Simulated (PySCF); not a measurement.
Removing an electron from silole

Species: silole, C₄H₆Si.
SMILES with atom numbers: `[CH:1]1=[CH:2][SiH2:3][CH:4]=[CH:5]1` (hydrogens: H6 on C1; H7 on C2; H8, H9 on Si3; H10 on C4; H11 on C5)

Structure used (PBE0-D3(BJ)/def2-SVP), in Å, numbered top down from 1:
```xyz
11
C4H6Si angstrom
C     -1.020    0.796   -0.370
C      0.224    1.313   -0.275
Si     1.347   -0.093    0.251
C     -0.067   -1.322    0.296
C     -1.179   -0.643   -0.058
H     -1.896    1.385   -0.662
H      0.441    2.362   -0.486
H      2.009    0.121    1.576
H      2.409   -0.428   -0.748
H     -0.084   -2.385    0.545
H     -2.172   -1.102   -0.121
```

Level: B3LYP/def2-SVPD (PySCF). Frontier orbitals with their largest atomic shares (Löwdin; up to four atoms above 4 %):

| orbital | ε (eV) | main atoms |
| --- | --- | --- |
| HOMO−3 | -8.82 | Si3 24 %, C4 12 %, C2 12 %, C5 11 % |
| HOMO−2 | -8.71 | C2 25 %, C4 24 %, Si3 22 %, C1 7 % |
| HOMO−1 | -8.70 | Si3 21 %, C5 16 %, C1 16 %, H9 13 % |
| HOMO | -6.62 | ? |
| LUMO | -1.78 | C4 19 %, C2 19 %, C5 19 %, C1 19 % |
| LUMO+1 | 0.51 | Si3 28 %, C5 11 %, C1 11 %, C4 8 % |
| LUMO+2 | 0.56 | Si3 37 %, H8 14 %, H9 14 %, C2 10 % |

Problem. What vertical ionisation energy does ΔSCF give, and how far is −ε(HOMO) from it?

Solution. ΔSCF: 8.80 eV (849 kJ/mol; threshold wavelength 141 nm); ⟨S²⟩ of the doublet left behind is 0.761, against 0.75 for a pure doublet. −ε(HOMO) is 6.62 eV, 2.18 eV below it. In exact Kohn–Sham theory the two would be equal; B3LYP (global hybrid, 20 % exact exchange) falls short of its own ΔSCF value by 25 %.

Problem. On which atoms does the HOMO lie?

Solution. C2 (alkene CH carbon) 26 %, C4 (alkene CH carbon) 26 %, C5 (alkene CH carbon) 18 %, C1 (alkene CH carbon) 18 %, so no atom holds as much as 40 %. The HOMO−1 lies 2.08 eV lower.

Problem. And the vertical electron affinity, the fundamental gap, Mulliken's electronegativity and the hardness (with the factor ½)?

Solution. EA = -0.23 eV by ΔSCF (−ε(LUMO) = 1.78 eV); a negative value means that the added electron isn't bound at this geometry and level, and the number then depends on the basis. IE − EA = 9.03 eV against an orbital gap of 4.84 eV; (IE + EA)/2 = 4.29 eV; (IE − EA)/2 = 4.52 eV.

Problem. Shift the occupied levels rigidly so that −ε(HOMO) equals the ΔSCF value. What binding energies result?

Solution. The shift is +2.18 eV: HOMO 8.80, HOMO−1 10.88, HOMO−2 10.89, HOMO−3 11.00 eV. A rigid shift is only a rough guide to the deeper ionisations.

Problem. What kinetic energy would electrons from this vertical process carry with He I light (21.218 eV)?

Solution. 21.22 − 8.80 = 12.42 eV.

Isolated species at its PBE0-D3(BJ)/def2-SVP geometry, gas phase.

The run behind these numbers computed excited states and ΔSCF ions as well. Hardware: one thread of an Arm Neoverse N1 (shared host). Cost: 61 s wall.
